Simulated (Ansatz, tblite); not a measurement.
Forces on the cluster Li3Cl3 at its PBE-D4/def2-SVP geometry. The state is a singlet with charge 0.

The xTB rows come from tblite. Another isomer (singlet) lies 0.49 eV lower at PBE0-D4/def2-TZVP; other spin states weren't run for this one.

GFN1-xTB (tblite), largest force 0.40 eV/Å:

```xyz
6
positions Å, forces eV/Å
Li   -0.662    0.981   -1.810    0.109   -0.162    0.299
Li    1.307   -0.311    0.082   -0.148   -0.036    0.139
Li   -0.933   -0.242    0.940    0.202   -0.043    0.007
Cl    0.754   -1.115    2.057   -0.122    0.179   -0.331
Cl    0.070    1.836    0.063   -0.092   -0.313   -0.218
Cl   -0.536   -1.148   -1.333    0.050    0.375    0.104
```

GFN2-xTB (tblite), largest force 0.58 eV/Å:

```
Li 0.028 -0.042 0.078
Li 0.052 -0.080 0.142
Li 0.053 -0.075 0.143
Cl -0.135 0.199 -0.368
Cl -0.106 -0.518 -0.239
Cl 0.108 0.516 0.244
```

PBE-D4/def2-TZVP (Ansatz), largest force 0.04 eV/Å:

```
Li 0.013 -0.019 0.037
Li -0.024 0.001 0.009
Li 0.025 -0.001 -0.011
Cl -0.007 0.010 -0.019
Cl -0.006 -0.012 -0.016
Cl 0.000 0.021 0.001
```
